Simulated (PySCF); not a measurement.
Computed IR spectrum (relative IR intensity) of a molecule C3HF4, multiplicity 2. Coordinates come from a B3LYP-D3(BJ)/def2-SVP optimisation. One conformer was computed; it need not be the lowest. Computed with B3LYP-D3(BJ)/def2-SVP run with PySCF 2.14.0. Harmonic, unscaled wavenumbers; measured fundamentals usually lie a few per cent lower.

Lines under 2 % of the strongest are left out, and lines within 2 cm⁻¹ are merged.

ν (cm⁻¹): 697 (w), 892 (vw), 1144 (vs), 1171 (s), 1208 (vs), 1263 (vw), 1344 (m), 1796 (s) (against the strongest line: vs over 80 %, s over 45 %, m over 15 %, w over 4 %, vw less)

Q: Identify the compound among the candidates.
A) [CH]=C(F)C(F)(F)F
B) F/[C]=C/C(F)(F)F
C) F/C=[C]/C(F)(F)F

A: C, F/C=[C]/C(F)(F)F
